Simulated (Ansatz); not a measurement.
`B[O][Al]([OH])[F]` + HBr → `[OH][Al]([F])[Br]` + `BO` at 298.15 K and 1 bar (ligand exchange at the Al–O bond).

Program: Ansatz. Geometries: PBE0-D4/def2-TZVP. ΔE: electronic, gas phase. CCSD(T)/CBS adds triple-zeta CCSD(T) − MP2 to the extrapolated MP2 energy (def2 sets, frozen cores). This one scheme is used for every species. For Br outer-core shells are correlated without core-valence functions, which leaves a few kJ/mol of doubt a bond. Scalar relativity is left out up to krypton. One conformer a species, not always the lowest.

```
            species  CCSD(T)/CBS energy (Eh)  H − E (kJ/mol)  S (J/(mol·K))
`B[O][Al]([OH])[F]`               -518.98670           131.7          354.5
                HBr              -2573.91920            24.6          198.6
`[OH][Al]([F])[Br]`              -2991.11301            63.0          323.1
               `BO`               -101.80414           103.5          230.4
```

H − E and S are ideal-gas, rigid-rotor, harmonic terms from PBE0-D4/def2-TZVP, for one conformer and one mirror image of each species. 1 Eh = 2625.50 kJ/mol, R = 8.31446 J/(mol·K).

Problem. By hand: ΔE, ΔH, ΔS and ΔG.

Solution. ΔE = (-2991.11301) + (-101.80414) − (-518.98670) − (-2573.91920) = -0.01125 Eh = -29.5 kJ/mol. Δ(H − E) = 63.0 + 103.5 − 131.7 − 24.6 = 10.2, so ΔH = -19.3 kJ/mol. ΔS = 323.1 + 230.4 − 354.5 − 198.6 = 0.4 J/(mol·K). ΔG = -19.3 − 298.15 × (0.4)/1000 = -19.4 kJ/mol.

Problem. By hand: the equilibrium constant, and the temperature at which ΔG would vanish if ΔH and ΔS stayed fixed.

Solution. log₁₀ K = −ΔG/(RT ln 10) = 3.4. ΔH and −TΔS have one sign here, so there is no such temperature. One of them is within its doubt of zero, so this could turn.

The number of gas molecules stays the same, so ΔS is small and ΔH decides. A doubt of 5 kJ/mol in ΔE shifts log₁₀ K by 0.9 here. Other conformers and mirror images would add mixing entropy, several J/(mol·K) or more a flexible species. These are equilibria of isolated gas molecules and say nothing of rates. Largest T1 diagnostic: 0.014 (customary marks: 0.02 for closed shells, 0.045 for open ones).
